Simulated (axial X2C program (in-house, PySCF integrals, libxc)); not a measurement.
# Worked dissociation energy of TcS: PBE0, 2c

Computed with an in-house relativistic program for diatomic molecules. Two-component (2c) means X2C with spin–orbit coupling and atomic mean-field two-electron Coulomb and Gaunt terms. Basis: Tc dyall-cv3z [12s12p8d5f3g], S dyall-av3z [9s8p3d2f] (cores contracted in-house); Gaussian nuclei, density fitting, unrestricted open shells. Masses: Tc 98.907 u, S 31.972 u.

Molecular state: Ω = 5/2 (⟨Sz⟩ = 2.49, ⟨Lz⟩ = 0.01 at PBE0).

| Quantity | Value |
| --- | --- |
| E(Tc) (2M_J = 5) | -4283.292468 hartree |
| E(S) (2M_J = 2) | -399.018062 hartree |
| E(TcS) at Re | -4682.474333 hartree |
| ωe | 514.2 cm⁻¹ |
| ωexe | 1.45 cm⁻¹ |

Q: Work out De and D0.

A: De = -4283.292468 + (-399.018062) − (-4682.474333) = 0.16380 hartree = 4.457 eV. The zero-point energy is ωe/2 − ωexe/4 = 257 cm⁻¹ = 0.032 eV, so D0 = 4.425 eV.

One determinant describes the state; a PBE0 search over occupations chose it and may have missed a lower one. De is counted from the lowest determinant-based energies of the atoms at the same level, without counterpoise correction. Density functionals use the spin component along the axis (collinear). The 2c atoms are single determinants rather than J levels; their spin–orbit lowering is only partly caught, and De is too large by that part. This holds for PBE0. The functionals have no current-density term, which raises determinants with orbital currents, atoms included. With several unpaired electrons one determinant need not be a pure state. This is the top spin component of a Σ state; components of lower Ω are not single determinants and can lie lower.

Each atomic determinant is the lowest at this level and need not be a pure J level. Totals compare only within one Hamiltonian and basis.
